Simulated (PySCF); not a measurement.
# Electron correlation in F+ (fluorine, charge +1)

[He] 2s2 2p4, high-spin 3P determinant. Calculation: PySCF 2.14, in aug-cc-pVDZ-DK; scalar relativity by spin-free X2C-1e. Frozen: 1s2; 6 electrons correlated.

| level | correlation energy (mhartree) |
| --- | --- |
| CCSD | -118.26 |
| (T) | -1.22 |
| CCSD(T) | -119.48 |
| CCSDT | -119.63 |

Diagnostics: T1 = 0.0053, D1 = 0.0090, largest double amplitude 0.035.

Cost of the coupled-cluster step: about 0.25 core-seconds, for 6 correlated electrons.
